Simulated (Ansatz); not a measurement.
phosphorus nitride (NP), singlet, at a GFN2-xTB geometry, atoms displaced at random by about 0.02 Å a coordinate. Base run: B3LYP/cc-pVTZ (Ansatz, an electronic-structure program).

Ansatz was given this input:
Ansatz 0.2 input:
```yaml
crystal:
  periodic: [false, false, false]
  atoms:
    - {symbol: N, position_ang: [0.00302798, -0.04657320, -0.97725662]}
    - {symbol: P, position_ang: [-0.01718258, -0.01139956, 0.44711937]}
basis:
  gaussian:
    orbitals: cc-pVTZ
hamiltonian:
  xc: b3lyp
relax: {}
```

Each row names what was changed in the base input (with any setting that the change needs).

```csv
change,ΔE vs base (kJ/mol),optimiser steps
base,0.00,5
relax = f_tol: 0.05,0.00,4
relax = f_tol: 0.002,0.00,5
relax = max_displacement: 0.02,0.00,5
relax = f_tol: 0.1,0.00,4
relax = max_displacement: 0.5,0.00,5
relax = f_tol: 0.0005,0.00,5
```
